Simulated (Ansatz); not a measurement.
Start from `C[SiH]1CS1` and change one element to get `C[SiH]1C[Se]1`.

Ansatz, PBE0-D4/def2-TZVP geometries, multiplicity 1. 

Scalar relativity is left out up to krypton.

```csv
property,`C[SiH]1CS1`
HOMO energy (PBE/def2-TZVPP) / eV,-5.57
LUMO energy (PBE/def2-TZVPP) / eV,-0.64
HOMO energy (ωB97M-V/def2-TZVPP) / eV,-8.94
size of the dipole moment (PBE/def2-TZVPP) / D,2.25
HOMO–LUMO gap (B3LYP/def2-TZVPP) / eV,6.51
LUMO energy (PBE0/def2-TZVPP) / eV,0.21
```

Task: Give the same properties after the change, and the shifts. (Estimate.)

Result: Computed: 
```csv
property,`C[SiH]1C[Se]1`,shift
HOMO energy (PBE/def2-TZVPP) / eV,-5.31,0.26
LUMO energy (PBE/def2-TZVPP) / eV,-0.98,-0.34
HOMO energy (ωB97M-V/def2-TZVPP) / eV,-8.57,0.37
size of the dipole moment (PBE/def2-TZVPP) / D,2.24,-0.01
HOMO–LUMO gap (B3LYP/def2-TZVPP) / eV,5.88,-0.63
LUMO energy (PBE0/def2-TZVPP) / eV,-0.07,-0.28
```

With PBE0 the HOMO rises by 0.34 eV and the LUMO falls by 0.28 eV, so the gap narrows by about 0.62 eV. PBE moves the HOMO by 0.26 eV and ωB97M-V by 0.37 eV. Dipoles are sizes alone; their direction can turn.

B3LYP here is the variant with VWN-RPA as its local correlation; programs differ in this.

Spin–orbit coupling is left out; it splits and shifts lone-pair levels of the heavy atoms by tenths of an eV.
